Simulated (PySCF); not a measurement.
A GIAO shielding run with PySCF 2.14 (density fitting, non-relativistic, gas phase) on SMILES C1([Si@H](C#C)[SiH2]C)C=C1, C6H10Si2:

```
$ OMP_NUM_THREADS=1 python probes_run.py task.json out

{"job": {"kind": "nmr", "xc": "PBE0", "basis": "pcSseg-1"}, "charge": 0, "multiplicity": 1}
C     -0.421372     3.244087    -0.385503
C     -0.094230     2.127084    -0.689258
Si     0.368772     0.383353    -1.131754
Si    -1.289720    -1.105195    -0.501304
C     -2.241334    -0.435735     1.000891
C      2.001397     0.038624    -0.231064
C      2.044411    -0.736236     1.067405
C      2.472892    -1.374873     0.027345
H     -0.697769     4.226340    -0.125920
H      0.654330     0.430189    -2.580188
H     -0.750132    -2.426835    -0.138967
H     -2.263439    -1.349914    -1.576090
H     -2.661211     0.543806     0.789430
H     -3.058454    -1.091913     1.286260
H     -1.589069    -0.329608     1.863250
H      2.783526     0.788394    -0.368773
H      1.846915    -0.683880     2.109166
H      2.885729    -2.241371    -0.426583
```

Hardware: 1 thread of an Arm Neoverse V1, shared host. The job also computes population analyses, field gradients, ring-centre shieldings.

(1) How large is the calculation?

(2) How long does it take, and how much memory does it need?

## Answers

(1) 74 electrons, 200 basis functions and 1080 auxiliary functions.

(2) 63 s of wall time, with 14 SCF cycles and 5 response iterations; peak memory 0.82 GiB. Times on a shared host scatter by some tens of per cent.
